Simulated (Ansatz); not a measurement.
```yaml
crystal:
  periodic: [false, false, false]
  atoms:
    - {symbol: Si, position_ang: [-0.951273, 0.469484, -0.380694]}
    - {symbol: Sn, position_ang: [0.906231, -1.223407, 0.255555]}
    - {symbol: Cl, position_ang: [2.909824, -0.136610, -0.339454]}
    - {symbol: H, position_ang: [-2.267606, -0.124830, -0.030468]}
    - {symbol: H, position_ang: [-0.872317, 0.692086, -1.845116]}
    - {symbol: H, position_ang: [-0.764478, 1.753259, 0.344623]}
    - {symbol: H, position_ang: [1.100816, -1.498081, 1.949954]}
basis:
  gaussian: {orbitals: STO-3G, final_grid: {core_spheres: 1, valence_spheres: 1, degree: 5}}
magnetization: {spin_polarized: true, initial_magnetization: 3}
hamiltonian: {xc: {name: PBE}}
accuracy: high
```

```sh
$ ansatz run in.yaml --threads 4 --pin off --events-out ev --progress --plain --max-ram 10444MiB
```

Output, abridged:

```
Functional definition: PBE
930 factors; integrals over basis functions are off by at most 5.6e-9 eV
mean field evaluation 1: about -182526.3166 eV, gradient 1.6e1 eV
mean field evaluation 2: about -182495.3608 eV, gradient 4.9e1 eV
mean field evaluation 4: about -182529.5146 eV, gradient 4.3e0 eV
mean field evaluation 8: about -182481.1062 eV, gradient 2.3e1 eV
mean field evaluation 16: about -182482.9070 eV, gradient 8.1e0 eV
mean field evaluation 32: about -182479.0947 eV, gradient 1.1e1 eV
mean field evaluation 64: about -182482.2497 eV, gradient 3.9e0 eV
mean field evaluation 96: about -182480.4325 eV, gradient 8.8e0 eV
mean field evaluation 128: about -182484.7219 eV, gradient 6.9e-1 eV
mean field -182484.76913744 eV, -6706.1915731817 hartree, gradient 1.0e-7 eV, S^2 3.751324; 12 other end points of the search recorded, 0 dependent functions left out
reference -182484.76913818 eV, -6706.1915732089 hartree; 44, 41 occupied and 5, 8 virtual orbitals, 930 factors
Total energy: -182484.76913818 eV, -6706.1915732089 hartree
```

(1) Something in this input is off. What?

Results:

(1) The integration grid is far too coarse. The calculation finished and met its thresholds. The result belongs to that input, not to the molecule as meant.
